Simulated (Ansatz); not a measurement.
Cl2H4SSi2, SMILES Cl[SiH2]S[SiH2]Cl.

The structure is a stationary point at r2SCAN-D4/def2-SVP. The structure was generated by enumeration, and PubChem lists no compound with its InChIKey, so it may never have been made. One conformer was computed; it need not be the lowest.

Two levels are set side by side: PBE/def2-SVPD (Ansatz, an electronic-structure program) and PBE0/def2-SVPD (Ansatz). Energy differences of separate SCF runs at the same geometry; the states with an electron removed or added have multiplicity 2 and 2. Differences are taken from unrounded values.

```
quantity                            PBE
---------------------------------  ----
vertical ionisation energy (eV)    9.80
vertical singlet–triplet gap (eV)  5.39
```

Problem. These are the PBE values. What does PBE0 give? (The exact figures need the calculation; the answer reports its results.)

Solution. 
```json
[
 {"quantity": "vertical ionisation energy (eV)", "PBE0": "10.07", "PBE minus PBE0": "-0.27"},
 {"quantity": "vertical singlet–triplet gap (eV)", "PBE0": "5.70", "PBE minus PBE0": "-0.32"}
]
```
